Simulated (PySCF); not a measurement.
An unknown is described by computed data only.

Elements present: C, H, N and Si. Monoisotopic mass: 152.0518 u.

* Dipole: 4.96 D [PBE0/pcSseg-1]
* 13C NMR: chemical shifts (computed TMS as zero) by class: 146.8 (1 C), 130.2 (1 C), 117.7 (1 C), -0.8 (2 C) ppm [GIAO PBE0/pcSseg-1]
* Rotational structure: rotational constants A, B, C: 2.408, 0.633, 0.599 GHz [GFN2-xTB]
* 1H NMR: chemical shifts (computed TMS as zero) by class: 8.11 (1 H), 5.70 (1 H), 0.57 (6 H) ppm [GIAO PBE0/pcSseg-1]
* NMR, other nuclei: isotropic shieldings of nuclei other than C and H, by class: -122 (1 N), -113 (1 N), -62 (1 N), -26 (1 N), 342 (1 Si) ppm [GIAO PBE0/pcSseg-1]

The electronic properties come from PySCF, for the isolated species, density fitting. Levels stand in brackets. Isolated species at its GFN2-xTB geometry (one conformer only). Each NMR value is the plain mean over a class of atoms that symmetry, rotation or inversion makes alike.

Problem. Which formula fits the mass and the elements?

Solution. C5H8N4Si (calculated 152.0518). No other formula that holds each of these elements comes within 0.0003 u with a fitting electron parity and a possible valence count.

Problem. What is the compound? Reason from the data.

Solution. Numbering: `[CH3:1][SiH:2]([CH3:3])[n:4]1[n:5][cH:6][c:7]([C:8]#[N:9])[n:10]1`. Its formula, C5H8N4Si, gives 5 degrees of unsaturation: 1 ring and 4 π bonds in the structure found (Kekulé form). 5 carbons fall into 4 classes; from least to most shielded: aromatic CH next to a ring nitrogen [C6] (146.8 ppm), substituted aromatic carbon [C7] (130.2 ppm), nitrile carbon [C8] (117.7 ppm), Si-methyl carbon [C1/C3] (-0.8 ppm, 2 C). Hydrogen classes from least to most shielded: 1 H on an aromatic CH next to a ring nitrogen, C6 (8.11 ppm), 1 H on an SiH silicon, Si2 (5.70 ppm), 6 H on 2 Si-methyl carbons, C1/C3 (0.57 ppm, a mean of values up to 0.8 ppm apart in this geometry). The other shieldings belong to: -122 ppm, pyridine-type nitrogen [N10]; -113 ppm, pyridine-type nitrogen [N5]; -62 ppm, nitrile nitrogen [N9]; -26 ppm, pyrrole-type nitrogen [N4]; 342 ppm, SiH silicon [Si2]. By its constants the optimised geometry is an asymmetric top. Structure: `C[SiH](C)n1ncc(C#N)n1`. The assignments are read from this structure; whether some other isomer fits the data as well wasn't checked.

Conformer computed: `[CH3:1][SiH:2]([CH3:3])[n:4]1[n:5][cH:6][c:7]([C:8]#[N:9])[n:10]1`: C1–Si2–N4–N5 -123°.
